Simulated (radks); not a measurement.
Question: The mean radii <r> (bohr) of the occupied orbitals of an atom or ion are listed with their occupations. Calculated with a radial shooting solver on a logarithmic mesh with Libxc functionals: Dirac Kohn-Sham, PBE, spin-unpolarised, spherical densities, finite nucleus; Fermi nuclear charge, rms radius of each element as measured or else 0.836 A^(1/3) + 0.57 fm.

orbital  occ.      <r>
1s1/2       2  0.04149
2s1/2       2   0.1832
2p1/2       2   0.1573
2p3/2       4   0.1613
3s1/2       2   0.5298
3p1/2       2   0.5329
3p3/2       4   0.5433
3d3/2       4   0.5513
3d5/2       6   0.5551
4s1/2       2    1.466
4p1/2       2    1.647
4p3/2       1    1.673

Name the element and its charge. Open shells, if any, fill j = l - 1/2 first.

Answer: Z = 36, krypton, charge +3: Kr3+ in [Ar] 3d10 4s2 4p3. The 1s radius gives Z: for a bare nucleus <r> = (2 gamma + 1)/(2Z) with gamma = sqrt(1 - (Z/c)^2), 0.04069 bohr for Z = 36, and screening makes it slightly larger (0.04149 here). The occupations add up to 33, and the charge is Z minus that.
